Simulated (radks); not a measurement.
Spherical quantum dot in the effective-mass picture: electrons in a hard-walled sphere of radius 3.64, all in effective atomic units (hartree* = m*/eps^2 hartree, bohr* = eps/m* bohr), one dielectric constant everywhere. Calculated with a radial shooting solver with Libxc functionals: non-relativistic Kohn-Sham, LDA (Slater exchange, Perdew-Wang correlation), spin-polarised, spherical densities. Levels are named by radial order and angular momentum (1s, 1p, 1d, 2s, ...), and open shells are averaged over m.

N = 28, configuration 1s2 1p6 1d10 1f(up 7, down 3). This is the lowest configuration that the search found. Occupied and some empty levels:

| level | occupation | eigenvalue (hartree*) | <r> (bohr*) |
|---|---|---|---|
| 1s up | 1 | 10.049 | 2.504 |
| 1s down | 1 | 10.090 | 2.495 |
| 1p up | 3 | 10.237 | 2.587 |
| 1p down | 3 | 10.279 | 2.582 |
| 1d up | 5 | 10.565 | 2.660 |
| 1d down | 5 | 10.609 | 2.658 |
| 1f up | 7 | 11.019 | 2.723 |
| 1f down | 3 | 11.064 | 2.722 |
| 2s up | 0 | 11.432 | 1.619 |
| 2s down | 0 | 11.446 | 1.618 |
| 1g up | 0 | 11.588 | 2.777 |
| 1g down | 0 | 11.633 | 2.776 |
| 2p up | 0 | 12.075 | 1.900 |
| 2p down | 0 | 12.096 | 1.898 |
| 2d up | 0 | 12.842 | 2.077 |
| 2d down | 0 | 12.867 | 2.075 |

Energy (hartree*): total 165.392, kinetic 42.287, external 0, Hartree 136.70, exchange-correlation -13.594.

Electron density:

| r (bohr*) | n(r) (e/bohr*^3) |
|---|---|
| 0.108 | 0.004482 |
| 0.379 | 0.005679 |
| 0.651 | 0.008870 |
| 0.922 | 0.01571 |
| 1.19 | 0.02919 |
| 1.47 | 0.05382 |
| 1.74 | 0.09406 |
| 2.01 | 0.1516 |
| 2.28 | 0.2174 |
| 2.55 | 0.2658 |
| 2.82 | 0.2569 |
| 3.09 | 0.1706 |
| 3.37 | 0.05321 |
| 3.64 | 0.00006064 |
